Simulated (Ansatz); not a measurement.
C2H6N2Si can be A, `C=N/C=N/[SiH3]`, or B, `N[SiH]1C=CN1`.

Gas-phase electronic energies from Ansatz, PBE0-D4/def2-TZVP geometries. CCSD(T)/CBS adds triple-zeta CCSD(T) − MP2 to the extrapolated MP2 energy (def2 sets, frozen cores). Functionals use def2-TZVPP. B3LYP here is the variant with VWN-RPA as its local correlation; programs differ in this. Each species was taken in one conformer, which may not be the lowest.

Task: Which isomer does CCSD(T)/CBS put lower? Give the gap. (An estimate is asked.)

Result: Ansatz gave: B, by 35.4 kcal/mol.

Task: Give E(B) − E(A) in kcal/mol with CCSD(T)/def2-TZVPP, PBE-D4, PBE0-D4, ωB97M-V, B3LYP, B3LYP-D4, B2PLYP. (Best estimate.)

Result: Computed: CCSD(T)/def2-TZVPP -32.2, PBE-D4 -32.9, PBE0-D4 -36.5, ωB97M-V -35.4, B3LYP -28.6, B3LYP-D4 -29.3, B2PLYP -31.1. None reverses the order clearly.

Largest T1 diagnostic: 0.015.

From PBE to PBE0 (25 % exact exchange), in def2-TZVPP and without D4, E(B) − E(A) moves by −3.7 kcal/mol. In def2-TZVPP, CCSD(T) changes the Hartree–Fock value by −6.5 kcal/mol (the triples alone add +0.2 kcal/mol) and MP2 by −11.0 kcal/mol.
